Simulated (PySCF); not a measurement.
# Hartree-Fock beside MP2: B2FH2 cation

All numbers below are calculated, not measured. They come from PySCF 2.14.0, an open-source quantum chemistry program, on an isolated molecule that a program drew, which may never have been made. The molecule is B2FH2 cation (charge +1, singlet), drawn as the SMILES string `B[B+]F`.

The geometry was optimised and harmonic frequencies were computed with HF and MP2, all in the cc-pVDZ basis, for the commonest isotopes, with a restricted reference for singlets and an unrestricted one otherwise, and a frozen core in MP2. Each result is a local minimum of its method.

Geometry at the HF minimum:
```xyz
5
B2FH2 cation, angstrom
B    -1.8411   -1.7773    0.2264
B    -1.3325   -2.8035   -1.0971
F    -0.9777   -3.5192   -2.0207
H    -3.0103   -1.7015    0.3994
H    -0.9712   -1.2490    0.8321
```

Lengths of the bonds as drawn, in Å (atoms numbered as above):
```
bond,HF,MP2
B1-B2,1.750,1.742
B2-F3,1.221,1.240
B1-H4,1.184,1.193
B1-H5,1.184,1.193
```

Rotational constants, in GHz:
```
constant     HF    MP2
       A  220.4  217.6
       B  6.982   6.93
       C  6.767  6.716
```

Harmonic frequencies in cm^-1, each column in rising order, so a row needn't be the same motion in every method:
```
rank,HF,MP2
1,286,272
2,337,318
3,620,628
4,821,784
5,974,943
6,1211,1152
7,1757,?
8,2776,2706
9,2923,2854
```

**Estimate the missing MP2 frequency from the HF column.**

A single factor s that minimises the squared misfit of MP2 against s times HF over the other rows is sum(HF x MP2) / sum(HF^2) = 0.9732, with an rms misfit of 15 cm^-1. For rank 7 it gives 0.9732 x 1757 = 1710 cm^-1. The calculation gives 1693 cm^-1, 17 cm^-1 below the estimate. The drawn bonds are on average 0.7 % longer in MP2 than in HF.
